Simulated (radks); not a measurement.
The numbers below are computed, except where a source is named.
How relativity changes the ionisation of the argon ion Ar+ ([Ne] 3s2 3p5) to Ar2+ ([Ne] 3s2 3p4). Spin-unpolarised spherical Kohn-Sham, BLYP, point nucleus unless stated (finite: rms radius 3.4274 fm), a radial shooting solver on a logarithmic mesh with Libxc functionals. A level marked "c x" has the speed of light scaled by that factor and shares open shells by 2j + 1; other Dirac levels either fill j = l - 1/2 first or share by 2j + 1.

\begin{tabular}{lrrrrr}
level & E(Ar+) (hartree) & E(Ar2+) (hartree) & IE (eV) & HOMO & <r> HOMO (bohr) \\ \hline
non-rel. & -526.96545 & -525.91733 & 28.521 & 3p & 1.557 \\
scalar-rel. & -528.85157 & -527.80387 & 28.509 & 3p & 1.556 \\
scalar-rel., finite nucleus & -528.85088 & -527.80318 & 28.510 & 3p & 1.556 \\
Dirac, 2j+1 shares & -528.85377 & -527.80604 & 28.510 & 3p3/2 & 1.559 \\
Dirac, low j first & -528.85623 & -527.81157 & 28.427 & 3p3/2 & 1.559 \\
Dirac, 2j+1 shares, finite nucleus & -528.85308 & -527.80535 & 28.510 & 3p3/2 & 1.559 \\
Dirac, c x 3 & -527.17369 & -526.12561 & 28.520 & 3p3/2 & 1.557 \\
Dirac, c x 10 & -526.98418 & -525.93606 & 28.521 & 3p3/2 & 1.557 \\
Dirac, c x 100 & -526.96564 & -525.91751 & 28.521 & 3p3/2 & 1.557 \\
\end{tabular}

NIST Atomic Spectra Database: 27.630 eV (measured). The relativistic part of the total energy of Ar+ is -1.888 hartree (Dirac, 2j+1 shares, finite nucleus), 0.36 % of the non-relativistic value. Spin polarisation and multiplet splitting of open shells are left out at every level.

Beside tabulated values, note that spin-unpolarised runs miss the spin-polarisation part of the exchange energy of open shells.
